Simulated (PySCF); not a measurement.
C7H16FNSi.
SMILES with atom numbers: `[CH3:1][C@@H:2]([CH2:3][F:4])[C@@H:5]1[CH2:6][CH2:7][N:8]([SiH3:9])[CH2:10]1`

Geometry (PBE0-D3(BJ)/def2-SVP, Å), atoms numbered from 1 in this order:
```
atom  x, y, z in Å
C1    -2.4245   -0.6944    1.1316
C2    -1.8156   -0.0552   -0.1106
C3    -2.7590    0.9799   -0.6955
F4    -3.9839    0.4194   -0.9718
C5    -0.4461    0.5616    0.1633
C6     0.2925    1.1129   -1.0593
C7     1.7548    1.1899   -0.6143
N8     1.8561    0.2366    0.4842
Si9    3.3359   -0.1548    1.2892
C10    0.5867   -0.4203    0.7175
H11   -3.4410   -1.0532    0.9188
H12   -2.4866    0.0337    1.9577
H13   -1.8289   -1.5502    1.4807
H14   -1.6849   -0.8398   -0.8798
H15   -2.3587    1.3997   -1.6329
H16   -2.9111    1.8097    0.0194
H17   -0.5626    1.3763    0.9032
H18    0.1837    0.4000   -1.8946
H19   -0.0850    2.0859   -1.4056
H20    2.4341    0.9529   -1.4540
H21    2.0168    2.2099   -0.2745
H22    4.1662   -1.2107    0.6156
H23    4.1742    1.0826    1.3644
H24    3.0021   -0.6504    2.6600
H25    0.4920   -1.3897    0.1803
H26    0.4409   -0.6323    1.7894
```

NICS = −σ at a ghost point: NICS(0) at the centroid of the ring atoms, NICS(1) 1 Å to either side along the normal of their mean plane, zz for the tensor component along that normal. Level: GIAO PBE0/pcSseg-1 (PySCF, non-relativistic, gas phase) on the PBE0-D3(BJ)/def2-SVP geometry, one conformer.

Ring bond lengths (Å), with Mayer bond orders in brackets: C5–C6 1.531 (1.01), C6–C7 1.531 (1.04), C7–N8 1.458 (0.91), N8–C10 1.448 (0.92), C10–C5 1.529 (0.98).

Problem. What do the NICS probes read (ppm)?

Solution. 
```
           ring                                             type  NICS(0)  NICS(1), two faces  NICS(1)zz, two faces  rms pucker (Å)  centre to ring atoms, mean (Å)
C5–C6–C7–N8–C10  5-membered ring with N; formal bonds all single     -7.2         -3.5 / -3.7           -3.6 / -4.0            0.17                            1.26
```

Problem. What can be read from them?

Solution. 
- C5–C6–C7–N8–C10: mean NICS(1)zz -3.8 ppm, shielded. C5, C6, C7, C10 have four or more neighbours, and the NICS criterion for π rings isn't applied.

Problem. What field does 1 T along the ring normal induce along that normal at the first NICS(1) probe listed for ring C5–C6–C7–N8–C10, 1 Å off the ring?

Solution. NICSzz × B0 = -3.6 ppm × 1 T = -4 μT, against the applied field.

Problem. Give the inner angles of the rings and the Hirshfeld charges of the ring atoms.

Solution. 
- C5–C6–C7–N8–C10: C5 101.2° (-0.024 e), C6 104.3° (-0.069 e), C7 104.6° (-0.022 e), N8 110.9° (-0.179 e), C10 104.0° (-0.024 e); sum 525.1° against 540° for a flat convex ring.

Problem. How do the values depend on the level or the medium?

Solution. 
```tsv
level	NICS(0), C5–C6–C7–N8–C10	mean NICS(1)zz, C5–C6–C7–N8–C10
PBE0/pcSseg-1, gas	-7.2	-3.8
PBE0/pcSseg-1, IEF-PCM tetrahydrofuran	-7.2	-3.9
PBE0/pcSseg-1, IEF-PCM water	-7.2	-3.9
```

The geometry is the same throughout; the continuum's cavity takes Bondi-type radii × 1.2.
